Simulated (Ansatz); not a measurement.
CH₅AlBClO (`O[B]([AlH2])CCl`). Total charge 0; spin multiplicity 1. The structure was optimised at the PBE0-D4/def2-TZVP level. It is one conformer, not always the lowest.

```xyz
10

O     1.511    0.217    1.400
B     0.529    0.034    0.488
Al   -0.507   -1.520   -0.583
C    -0.158    1.380   -0.036
Cl   -1.406    0.830   -1.237
H     1.911   -0.600    1.703
H     0.077   -2.098   -1.951
H    -1.775   -2.244    0.059
H     0.512    2.055   -0.572
H    -0.693    1.944    0.730
```

Problem. What is the dipole moment at r2SCAN/def2-TZVPP? (Best estimate.)

Solution. Computed: 2.66 D, with components (1.51, 1.59, 1.51) D in this frame, pointing from negative to positive charge.

Problem. And with PBE, B3LYP, ωB97M-V? (Estimate.)

Solution. Computed: PBE 2.61 D, B3LYP 2.56 D, ωB97M-V 2.58 D.

Problem. Give the Mulliken charges with r2SCAN, ωB97M-V, B3LYP in def2-TZVPP. (Estimate.)

Solution. The calculation gave: 
```tsv
atom	r2SCAN	ωB97M-V	B3LYP
O1	-0.28	-0.23	-0.24
B2	0.05	-0.01	0.07
Al3	0.29	0.21	0.21
C4	-0.03	-0.13	-0.09
Cl5	-0.10	-0.06	-0.10
H6	0.23	0.20	0.22
H7	-0.18	-0.14	-0.17
H8	-0.18	-0.14	-0.17
H9	0.10	0.15	0.13
H10	0.10	0.15	0.13
```

B3LYP here is the variant with VWN-RPA as its local correlation; programs differ in this.
